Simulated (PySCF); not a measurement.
These are ωB97X-D3(BJ)/def2-TZVP // PBE0-D3(BJ)/def2-TZVP (PySCF 2.14.0) values and carry that method's errors. All species are isolated molecules in the gas phase. Excitations are Tamm–Dancoff values on a coarser integration grid. The basis has no diffuse functions, so Rydberg states are missing or too high.

Reference species (SMILES): `Cl/[SiH]=[SiH]/Cl` (neutral, multiplicity 1).

```
Property                Value
-------------------  --------
LUMO                 -1.04 eV
HOMO–LUMO gap         7.29 eV
T1 excitation (TDA)   1.22 eV
```

Changed species: `[SiH2]=[Si](Cl)Cl`.

### Question
What does the change do to the LUMO, HOMO–LUMO gap and T1 excitation (TDA)?

### Answer
the LUMO rises by 0.09 eV, to -0.95 eV; the HOMO–LUMO gap increases by 0.27 eV, to 7.56 eV; the T1 excitation (TDA) rises by 0.31 eV, to 1.53 eV.
